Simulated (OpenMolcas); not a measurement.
Cr4+ (d2) in a complex was computed by CASSCF with the d shell active (OpenMolcas, ANO-RCC-VDZP on the metal). Its lowest spin-free states, and all those of the highest spin:

```tsv
2S+1	Degeneracy	E (cm-1)
3	1	0.0
3	2	1066
3	1	14368
1	1	15029
1	1	15669
1	2	16395
3	2	16932
1	1	17233
3	2	29009
1	1	30725
1	2	31219
1	1	31928
3	1	33982
3	1	34144
```

Question: Is the site octahedral, tetrahedral or cube-like, axial, or of lower symmetry?

Answer: The states with 2S+1 = 3 have orbital degeneracies 1, 2, 1, 2, 2, 1, 1. There are pairs but no triples, so the site is axial: not cubic, but with a proper or improper axis of order three or more. The run had Cr4+ with 6 ligands (fluoride) in tetragonal octahedral coordination (D4h) at 1.86 Å, the axial distance 2.009 Å. A charge of +0.333 e stands 3.2 Å behind each ligand. Ligand basis ANO-RCC-VDZP.

Without dynamic correlation the repulsion within the d shell is too large (B by tens of per cent), so at a given field states of lower spin stand too high. The least metal-like active orbital is 80 % on the metal (Löwdin) and no ligand orbital is active, so the numbers are rough. Ligand-to-metal charge-transfer states are missing. With no ligand orbital active B as a rule stays too high, so bands that hang on it stand too high and its fall with covalency is understated. With metal d orbitals alone and no dynamic correlation the field as a rule comes out too small, by tens of per cent, by up to half for chloride and softer ligands. No measured value stands beside these numbers; the geometry was imposed, not optimised, and the real ion may take another.
